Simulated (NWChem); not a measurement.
System: CH6O2Si; SMILES O[SiH](C)O

The following NWChem deck was run.

```
start job
memory heap 200 mb stack 900 mb global 1100 mb
geometry units angstroms noautosym nocenter noautoz
  Si    -0.102369    -0.016913     0.256188
  C     -0.108928    -1.799362    -0.241598
  O     -1.511005     0.651696    -0.328691
  O      1.261025     0.665194    -0.414111
  H     -0.057883     0.194456     1.740132
  H     -0.142570    -1.879353    -1.339181
  H      0.798798    -2.310542     0.112077
  H     -0.988385    -2.318917     0.167079
  H     -1.770157     1.511973     0.010683
  H      1.530530     1.529288    -0.092908
end
basis spherical
  * library 6-31g*
end
dft
  xc pbe0
  iterations 150
end
cosmo
  do_cosmo_smd true
  solvent water
end
task dft energy
```

Geometry: optimised at PBE0/def2-SVP. Solvent: water.

Level: PBE0/6-31G* with SMD (1 M gas to 1 M solution), gas-phase geometry. Reactions with the solvent are ignored.

Problem. Predict the main results of this run. (PBE0/6-31G* (spherical d), SMD on the gas-phase geometry.) Quantities: solvation free energy (kcal/mol); cavity-dispersion-structure term (kcal/mol); dipole in solution (D).

Solution. 
- solvation free energy (kcal/mol) = -9.2
- cavity-dispersion-structure term (kcal/mol) = 3.2
- dipole in solution (D) = 2.76
